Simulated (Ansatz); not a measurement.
Reactions of `N#[C][Sn]([F])([F])[F]`.

Computed with Ansatz on PBE0-D4/def2-TZVP structures; ΔE is electronic, products minus reactants. CCSD(T)/CBS adds triple-zeta CCSD(T) − MP2 to the extrapolated MP2 energy (def2 sets, frozen cores). This one scheme is used for every species, atoms too. Functionals use def2-TZVPP. No spin–orbit coupling; open shells (•) take unrestricted orbitals. Spin–orbit coupling would lower the free atoms: a little for C, F; strongly for Sn. Elements past krypton have def2 core potentials. Bonds to Br, Ge, Se, Sn are less sure, by a few kJ/mol each and by 10 to 20 or more in all where they break to atoms, as the def2 sets lack core-valence functions. Scalar relativity is left out up to krypton. One conformer a species, not always the lowest.

| reaction | PBE-D4 (eV) |
| --- | --- |
| `N#[C][Sn]([F])([F])[F]` + `[SiH3][Ge]([Cl])([Cl])[Cl]` → `[F][Sn]([F])([F])[SiH3]` + `N#[C][Ge]([Cl])([Cl])[Cl]` | -0.36 |
| `N#[C][Sn]([F])([F])[F]` + HBr → `[F][Sn]([F])([F])[Br]` + `C#N` | -1.03 |
| `N#[C][Sn]([F])([F])[F]` + `[NH2][Sn]([F])([Cl])[Cl]` → `[NH2][Sn]([F])([F])[F]` + `N#[C][Sn]([F])([Cl])[Cl]` | -0.06 |
| `N#[C][Sn]([F])([F])[F]` + `[OH][AlH2]` → `[OH][Sn]([F])([F])[F]` + `N#[C][AlH2]` | 0.45 |
| `N#[C][Sn]([F])([F])[F]` + CH₄ → `[CH3][Sn]([F])([F])[C]#N` + H–F | 0.29 |
| `N#[C][Sn]([F])([F])[F]` + `C#N` → `N#[C][Sn]([F])([F])[C]#N` + H–F | 0.45 |
| `N#[C][Sn]([F])([F])[F]` + H₂Se → `[F][Sn]([F])([F])[SeH]` + `C#N` | -1.01 |
| `N#[C][Sn]([F])([F])[F]` + H₂O → `[OH][Sn]([F])([F])[F]` + `C#N` | -0.25 |
| `N#[C][Sn]([F])([F])[F]` + `OC1CC1` → `N#[C][SnH]([F])[F]` + `OC1(F)CC1` | 0.72 |
| `N#[C][Sn]([F])([F])[F]` → C• + 3 F• + N• + Sn• | 26.04 |

Q: Give the CCSD(T)/CBS values in the same order. (An estimate is asked.)

A: Computed: -0.30, -1.02, -0.07, 0.47, 0.23, 0.39, -0.95, -0.22, 0.87, 25.16 eV.

Largest T1 diagnostic: 0.015, for `N#[C][Sn]([F])([F])[C]#N`.
